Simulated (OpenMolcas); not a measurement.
V3+ (d2) among equal point charges was computed by CASSCF with the d shell active (OpenMolcas, ANO-RCC-VTZP on the metal). Its lowest spin-free states, and all those of the highest spin:

| 2S+1 | Degeneracy | E (cm-1) |
| --- | --- | --- |
| 3 | 2 | 0.0 |
| 3 | 1 | 1061 |
| 3 | 2 | 3161 |
| 3 | 1 | 4407 |
| 3 | 1 | 7355 |
| 1 | 2 | 14280 |
| 1 | 1 | 14357 |
| 1 | 1 | 16240 |
| 3 | 1 | 16327 |
| 1 | 1 | 17022 |
| 1 | 1 | 20685 |
| 3 | 2 | 21015 |

Q: Is the site octahedral, tetrahedral or cube-like, axial, or of lower symmetry?

A: The states with 2S+1 = 3 have orbital degeneracies 2, 1, 2, 1, 1, 1, 2. There are pairs but no triples, so the site is axial: not cubic, but with a proper or improper axis of order three or more. The run had V3+ among 6 point charges of -1 e arranged as a tetragonal octahedron (D4h), 2 Å from the ion, with the axial distance 1.720 Å.

An orbital doublet at a regular site is open to a Jahn-Teller distortion, which this geometry leaves out. Without dynamic correlation the repulsion within the d shell is too large (B by tens of per cent), so at a given field states of lower spin stand too high. This is an electrostatic model: the charges have no orbitals. No measured value stands beside these numbers.
